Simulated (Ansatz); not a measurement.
`BC#CF`. Total charge 0; spin multiplicity 1.

Cartesian coordinates in Å:
```
B 0.726 0.787 0.454
C -0.208 -0.226 -0.130
C -0.961 -1.042 -0.602
F -1.751 -1.897 -1.096
H 0.470 1.297 1.503
H 1.725 1.082 -0.129
```

Q: What are the harmonic wavenumbers in cm⁻¹ at PBE0-D4/def2-TZVP (Ansatz, finite differences of forces, unscaled)? (An estimate is asked.)

A: Computed: 173, 203, 367, 492, 761, 869, 995, 1193, 1345, 2364, 2601, 2683.

Q: Is this a minimum?

A: Yes, all 12 modes are real.

Q: Give the ideal-gas thermochemistry at 298.15 K and 1 bar (rigid rotor, harmonic oscillator; point group C2v, symmetry number 2).

A: Zero-point energy 84.0 kJ/mol; H(298) − E = 99.0 kJ/mol; entropy 274.5 J/(mol·K), of which translation 159.0, rotation 86.9, vibration 28.6; G(298) − E = 17.2 kJ/mol.

Q: And at 400, 500, 600, 800 and 1000 K?

A: 
```csv
T (K),H − E (kJ/mol),S (J/mol/K),G − E (kJ/mol)
400,106.6,296.1,-11.9
500,114.8,314.5,-42.4
600,123.8,330.8,-74.7
800,143.3,358.9,-143.8
1000,164.5,382.5,-218.0
```
